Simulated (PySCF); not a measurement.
## Two-component Hartree-Fock for Nb²⁺ (niobium, charge +2)

Start: [Kr] 4d3; 4d5/2 filled at m_j = +1/2, +3/2, +5/2. Calculated with PySCF 2.14 in x2c-TZVPall-2c: generalised Hartree-Fock with the X2C-1e Hamiltonian and a Gaussian nucleus; one run each with spin-orbit coupling (SO) switched off, then screened by Boettger's factors. This is a chosen level, not necessarily the ground level.

```
spinor shell  electrons  ε, spin-free (eV)  ε, screened SO (eV)  weight of nominal j (screened SO)  rms radius, screened SO (bohr)
       1s1/2          2           -19105.2             -19104.3                              1.000                          0.0415
       2s1/2          2            -2761.3              -2761.1                              1.000                           0.171
       2p1/2          2            -2461.2              -2527.3                              1.000                           0.149
       2p3/2          4            -2461.2              -2430.2                              1.000                           0.154
       3s1/2          2            -507.35              -507.33                              1.000                           0.471
       3p1/2          2            -406.48              -417.65                              1.000                           0.471
       3p3/2          4            -406.48              -401.26                              1.000                           0.482
       3d3/2          4            -241.51              -243.24                              0.983                           0.471
       4s1/2          2            -90.103              -90.121                              1.000                            1.24
       4p3/2          4            -60.730              -59.664                              0.870                            1.39
       4p1/2          2            -60.730              -63.032                              0.740                            1.38
       4d5/2          3            -25.283              -25.254                              0.766                            1.99
```

Problem. Where does 3d5/2 lie, and what is the 3d spin-orbit splitting (screened SO)?

Solution. At -240.36 eV, 2.886 eV above 3d3/2.

| quantity | spin-free | screened SO |
| --- | --- | --- |
| E (hartree) | -3816.32437 | -3816.72765 |
| M_J | 9/2 | 9/2 |
| ⟨J²⟩ | 24.758 | 24.758 |
| ⟨L²⟩ | 12.006 | 12.065 |
| ⟨S²⟩ | 3.752 | 3.741 |

Each row is a mean over spinors that exchange with the open shell spreads, by up to 6.777 eV (4p3/2).

Rows whose weight is well below 1 are mixtures of j = l ± 1/2: exchange outweighs spin-orbit coupling there, and the label is only the starting occupation.

Breit and QED terms are absent; they matter most for the inner s and p1/2 levels.

Densities and radii are taken from the X2C orbitals without a picture-change correction, which distorts them close to the nucleus.

Without spin-orbit coupling the j labels of p, d and f shells carry no meaning; the spin-free column gives the mean over the occupied spinors of each nl shell.
